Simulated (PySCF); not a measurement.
**³³S shieldings along a series**

GIAO PBE0/pcSseg-1 on GFN2-xTB geometries (PySCF 2.14.0 with density-fitted response routines, gas phase, non-relativistic):

```tsv
SMILES	Hirshfeld charge (e) of S	σ(S) (ppm)
C#C[C@]1(F)CC=C1[SiH2]SC	-0.106	738.0
CS[SiH2]C1=C[SiH2][C@H]1F	-0.104	705.3
CSC[SiH2]C1=CC[C@H]1F	-0.019	573.5
CS[SiH2]C1=CCC1	-0.107	717.5
CC[C@]1(F)CC=C1[SiH2]SC	-0.109	734.4
CS[SiH2]C1=CC[Si@@H]1F	-0.111	698.8
CS[SiH2]C1=CCC[C@H]1F	-0.107	736.2
CS[SiH2]C1=C[C@@H](F)[C@@H]1F	-0.100	736.9
F[C@@H]1CC=C1[SiH2]S[SiH3]	-0.185	854.7
CS[SiH2]C1=CC[SiH2][C@H]1F	-0.107	735.7
CCCS[SiH2]C1=CC[C@@H]1F	-0.093	705.7
```

Task: Fit σ(S) as a line in the Hirshfeld charge of S. How well does it hold?

Result: σ = 546.7 − 1675.0 x, with x in e; correlation -0.97, rms deviation 14.9 ppm, largest 33.8 ppm at `CS[SiH2]C1=CC[Si@@H]1F`. A charge says how many electrons sit at the atom, not how easily they circulate, so such a line holds only within like compounds.

Task: A further member, `CS[SiH2]C1=CC[C@@H]1F`, has x = -0.110. What does the line predict, and what does the calculation give?

Result: The line gives 731.0 ppm; the calculation 686.2 ppm, a difference of -44.8 ppm, outside the usual scatter of the fit.
